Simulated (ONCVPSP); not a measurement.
## Transferability test, ONCV potential for Ge

- Element: germanium
- Generator: ONCVPSP 4.0.1
- Type: optimised norm-conserving Vanderbilt (ONCV)
- Functional: PBE
- Relativity: non-relativistic
- Frozen core: [Ar]
- Valence charge: 14
- Reference configuration: 3d10 4s2 4p1 (charge +1)
- Partial waves: 4s: rc 1.65 bohr, ncon 4, nbas 8, qcut 4.4 1/bohr, 2 projectors, debl 1.2 Ha; 4p: rc 2.30 bohr, ncon 5, nbas 8, qcut 3.1 1/bohr, 2 projectors, debl 2.6 Ha; 3d: rc 0.90 bohr, ncon 3, nbas 8, qcut 15.9 1/bohr, 2 projectors, debl 4 Ha
- Local potential: polynomial inside 0.85 bohr (lpopt 4, dvloc0 0 Ha)
- Core correction: Teter function, fcfact 2.75, rcfact 1.6

Energies are relative to the spin-unpolarised reference configuration 3d10 4s2 4p1; without spin polarisation the order of configurations can differ from experiment.

| valence configuration | charge | ΔE all-electron (eV) | error AE − PS (meV) |
| --- | --- | --- | --- |
| 3d10 4s2 4p2 | 0 | -7.477 | 0.0 |
| 3d10 4s2 4p0 | +2 | 15.449 | +1.1 |
| 3d10 4s1 4p0 | +3 | 49.695 | +32 |
| 3d10 4s1 4p2 | +1 | 8.298 | +4.4 |

Levels in the configuration 3d10 4s1 4p0:

```
level  all-electron (eV)  pseudo (eV)
   3d            -63.747      -63.499
   4s            -39.820      -39.747
```

Note: ghosts flagged at negative energy: s at -26.4 eV; GHOST(+) flagged for p at 124.9 eV. A true bound ghost makes a file unfit for plane-wave use.
